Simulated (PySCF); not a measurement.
**Input and output**

[Ho(H2O)4]3+ (singlet in the valence; each metal's 4f electrons, 10 of them, lie in its core potential, out of spins and levels). PySCF 2.14.0, RKS revPBE, Ho lcecp-1-SVP with ECP56, O def2-SVP, H def2-SVP; non-relativistic Hamiltonian with scalar-relativistic core potentials where named; density fitting; no spin-orbit coupling. Purpose: level revPBE.

```python
mol = gto.M(atom='''
Ho     0.00002    -0.00000     0.00000
O      1.34918     1.32441     1.25739
H      2.16029     1.06605     1.77021
H      1.27570     2.30246     1.41892
O     -1.34913    -1.25741     1.32441
H     -1.27547    -1.41910     2.30249
H     -2.16059    -1.76995     1.06598
O      1.34918    -1.32441    -1.25739
H      1.27570    -2.30246    -1.41892
H      2.16029    -1.06605    -1.77021
O     -1.34913     1.25741    -1.32441
H     -2.16059     1.76995    -1.06598
H     -1.27547     1.41910    -2.30249''',
    basis={'Ho': 'lcecp-1-SVP', 'O': 'def2-SVP', 'H': 'def2-SVP'},
    ecp={'Ho': 'lcecp-1-SVP'},
    charge=3, spin=0)
mf = dft.RKS(mol, xc='PBE_R,PBE')
mf.grids.atom_grid = (75, 302)  # f atoms: unpruned, at least (60, 302)
mf = mf.density_fit()  # fitting sets: Ho AutoAux, O def2-universal-JKFIT, H def2-universal-JKFIT
mf.conv_tol = 1e-08; mf.max_cycle = 55
mf.kernel(dm0)  # dm0: converged density of the relaxed state
mf.nuc_grad_method().kernel()
```

Run from Python with OMP_NUM_THREADS=2; the lines above give its settings. Where DIIS fails, smearing, a level shift and second-order steps follow.
It took 8.8 s on 2 threads of Arm Neoverse V1 (shared host), from an already converged density.

Question: Where do the frontier levels lie, over both spins?

Answer: HOMO -22.44 eV, LUMO -16.00 eV. The 4f levels lie in the core potential and are missing.

Question: What are the Mulliken charges and spins?

Answer: 
| atom | charge (e) | spin (e) |
| --- | --- | --- |
| Ho1 | 1.592 | 0.000 |
| O2 | -0.267 | 0.000 |
| H3 | 0.309 | 0.000 |
| H4 | 0.310 | 0.000 |
| O5 | -0.267 | 0.000 |
| H6 | 0.310 | 0.000 |
| H7 | 0.309 | 0.000 |
| O8 | -0.267 | 0.000 |
| H9 | 0.310 | 0.000 |
| H10 | 0.309 | 0.000 |
| O11 | -0.267 | 0.000 |
| H12 | 0.309 | 0.000 |
| H13 | 0.310 | 0.000 |
The spin of the 4f electrons in the core isn't counted.

Question: What forces act on the atoms (eV/Å)?

Answer: 
```
Ho   0.00  0.00  0.00
O    0.04  0.04  0.04
H    0.03  0.02  0.02
H    0.02  0.02  0.02
O   -0.04 -0.04  0.04
H   -0.02 -0.02  0.02
H   -0.02 -0.02  0.02
O    0.04 -0.04 -0.04
H    0.02 -0.02 -0.02
H    0.03 -0.02 -0.02
O   -0.04  0.04 -0.04
H   -0.02  0.02 -0.02
H   -0.02  0.02 -0.02
```
Forces carry noise of the integration grid, about 0.01 to 0.03 eV/Å.

The geometry was relaxed with TPSS (Ho lcecp-1-SVP with ECP56, O def2-SVP, H def2-SVP).

An lcecp potential fixes the number of 4f electrons, so in runs with it no electron can move into or out of that shell.
